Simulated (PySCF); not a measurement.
Al(H)2(OH) (AlH₃O), SMILES [OH][AlH2].

Geometry: PBE0-D3(BJ)/def2-TZVP. A frequency run showed that this geometry is not a minimum.

Calculation: M06-2X/def2-TZVPD in PySCF.

Symmetry labels are those of the subgroup C2v that the program uses (full group C2v).

Computed valence orbital energies around the gap with their symmetry:
```
orbital  symmetry  energy (eV)
-------  --------  -----------
HOMO−7         A1       -78.22
HOMO−6         B2       -78.17
HOMO−5         A1       -29.78
HOMO−4         A1       -16.85
HOMO−3         A1       -11.69
HOMO−2         B2       -11.40
HOMO−1         B1       -11.22
HOMO           B2        -9.25
LUMO           B1        -0.36
LUMO+1         A1         0.07
LUMO+2         A1         0.79
LUMO+3         A1         1.30
```
